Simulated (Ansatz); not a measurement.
Consider the silylene formation by 1,1-elimination: `FC1C=C1[SiH3]` → `FC1C=C1` + `[SiH2]`.

Program: Ansatz. Geometries: PBE0-D4/def2-TZVP. ΔE: electronic, gas phase. CBS: MP2 limit from def2 TZ/QZ plus the TZ coupled-cluster correction, frozen cores. This one scheme is used for every species.

```
        species  CCSD(T)/CBS(def2) energy (Eh)
`FC1C=C1[SiH3]`                     -505.94048
      `FC1C=C1`                     -215.65206
       `[SiH2]`                     -290.19011
```

(1) Work out ΔE.

Largest T1 diagnostic among the species: 0.014.

Results:

(1) ΔE = (-215.65206) + (-290.19011) − (-505.94048) = 0.09831 Eh = +258.1 kJ/mol.

In def2-TZVPP, CCSD(T) changes the Hartree–Fock value by +11.0 kJ/mol (the triples alone add +4.8 kJ/mol) and MP2 by +32.5 kJ/mol. The D4 term adds +11.7 kJ/mol with B3LYP and +6.5 kJ/mol with PBE0; it sums over pairs of atoms, weighted by their polarisabilities, and B3LYP, whose exchange is more repulsive, gets the larger term. From PBE to PBE0 (25 % exact exchange), in def2-TZVPP and without D4, ΔE moves by +8.1 kJ/mol.

B3LYP here is the variant with VWN-RPA as its local correlation; programs differ in this.
